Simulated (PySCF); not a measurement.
# Bi: excitation energy

Bi [Xe] 4f14 5d10 6s2 6p3 (4S) → Bi [Xe] 4f14 5d10 6s1 6p3 7s1 (6S), as a difference of total energies. All numbers are calculated (PySCF 2.14, a scalar-relativistic core potential, in aug-cc-pwCVDZ-PP with ECP60MDF). Correlated levels: valence: 5s2 5p6 5d10 frozen; valence and next inner shell: nothing frozen outside the core potential. The calculations carry no spin-orbit coupling.

```json
{"method": "UHF", "excitation energy (eV)": "11.375"}
{"method": "LDA", "excitation energy (eV)": "14.025"}
{"method": "PBE", "excitation energy (eV)": "13.675"}
{"method": "PBE0", "excitation energy (eV)": "13.374"}
{"method": "r2SCAN", "excitation energy (eV)": "13.432"}
{"method": "wB97X-V", "excitation energy (eV)": "13.580"}
{"method": "wB97X", "excitation energy (eV)": "14.080"}
{"method": "HSE06", "excitation energy (eV)": "13.403"}
{"method": "MN15", "excitation energy (eV)": "14.092"}
{"method": "MP2 (valence)", "excitation energy (eV)": "12.044"}
{"method": "SCS-MP2 (valence)", "excitation energy (eV)": "12.333"}
{"method": "MP2 (valence and next inner shell)", "excitation energy (eV)": "13.168"}
{"method": "SCS-MP2 (valence and next inner shell)", "excitation energy (eV)": "13.248"}
```

Question: How much does correlation contribute at MP2 (valence and next inner shell)?

Answer: 13.168 − (11.375) = 1.793 eV, measured against UHF.

Spin-orbit coupling is strong in these open shells (close to jj coupling). The scalar numbers leave it out and a first-order estimate fails, so it can dominate the gap to the real levels.

The upper state lies above the first ionisation limit. A Rydberg-like electron needs more diffuse functions than a valence basis has.

The promoted electron is Rydberg-like, and one or two diffuse shells describe it only roughly, which tends to raise the upper state.
